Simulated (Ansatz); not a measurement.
Total energies of [IBr2]- (IBr₂⁻) from Ansatz at PBE0-D4/def2-TZVPD, gas phase (1 Eh = 27.2114 eV = 2625.5 kJ/mol). The reference geometry is relaxed at PBE0-D4/def2-TZVPD.

```
            state                       geometry  energy (Eh)
charge -1 singlet                      reference  -5445.59250
 charge 0 doublet                      reference  -5445.42351
 charge 0 doublet  relaxed at PBE0-D4/def2-TZVPD  -5445.42862
```

In the def2 sets I takes a core potential; there is no spin–orbit coupling.

**Question.** Work out the vertical ionisation energy to the doublet.

**Answer.** E(charge 0 doublet) − E(charge -1 singlet) = -5445.42351 − (-5445.59250) = 0.16899 Eh = 4.60 eV. For comparison, −ε of the highest occupied level is 2.79 eV at this level, 1.81 eV less.

**Question.** How much does the charge 0 doublet relax, and what is the adiabatic ionisation energy?

**Answer.** Relaxation: -5445.42351 − (-5445.42862) = 0.00511 Eh = 0.14 eV. Adiabatic ionisation energy: 0.16388 Eh = 4.46 eV, without zero-point energy.
